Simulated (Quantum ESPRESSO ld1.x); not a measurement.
Q: Radial electron density D(r) = 4 pi r^2 rho(r) of an atom or ion with 33 electrons. Calculated with ld1.x of Quantum ESPRESSO 7.5: scalar-relativistic Kohn-Sham, exchange-only LDA, spin-polarised, spherical densities, point nucleus.

r (bohr),D(r) (e/bohr),spin D(r)
0.00506,6.985,-0.000300
0.006858,11.14,-0.000439
0.009294,17.02,-0.000555
0.0127,24.75,-0.000446
0.01721,32.95,0.000426
0.02351,39.75,0.00343
0.03186,41.98,0.0109
0.04353,38.86,0.0269
0.05899,34.65,0.0526
0.07995,36.51,0.0807
0.1092,45.53,0.0864
0.148,49.22,0.0450
0.2022,38.35,-0.00421
0.2741,26.97,0.0540
0.3714,29.43,0.197
0.5074,32.33,0.172
0.6877,22.08,-0.00455
0.9395,9.458,0.188
1.273,4.379,0.868
1.726,2.980,1.34
2.358,1.652,1.07
3.195,0.6584,0.556
4.365,0.2412,0.235
5.916,0.08331,0.0832
8.082,0.01551,0.0155
10.95,0.001146,0.00115

What is the nuclear charge?

A: Z = 34. The innermost maximum, from 1s, lies near gamma/Z bohr with gamma = sqrt(1 - (Z/c)^2) = 0.969, here 0.0285 bohr (found: 0.0309), and its height grows with Z. The density is that of the selenium ion Se+ in [Ar] 3d10 4s2 4p2 4d1; the configuration itself is not fixed sharply by these data, and Z only to about a unit. D(r) has 3 maxima, at r = 0.0309, 0.139, 0.468 bohr, and minima at 0.0644, 0.299 bohr, inside which lie 2.07, 11.04 electrons.
